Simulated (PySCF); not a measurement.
**Radial density of Ge²⁺ (germanium, charge +2)**

PBE, [Ar] 3d10 4s2, closed-shell 1S. All numbers are calculated (PySCF 2.14, scalar relativity through the core potential, in cc-pVTZ-PP with ECP10MDF (5s4p3d1f, 39 functions)). This is the valence pseudo-density: the core potential removes the inner electrons and smooths the orbitals near the nucleus.

```tsv
r (bohr)	4πr²ρ (e/bohr)
0.000946	1.060e-05
0.00159	2.980e-05
0.00268	8.286e-05
0.00450	0.0002238
0.00757	0.0005653
0.0127	0.001286
0.0214	0.002718
0.0360	0.006317
0.0606	0.03469
0.102	0.3286
0.171	2.458
0.288	11.98
0.485	28.21
0.816	16.62
1.37	3.557
2.31	0.9509
3.88	0.05629
6.53	0.0001736
```

Energies and moments cover only the electrons outside the core potential.
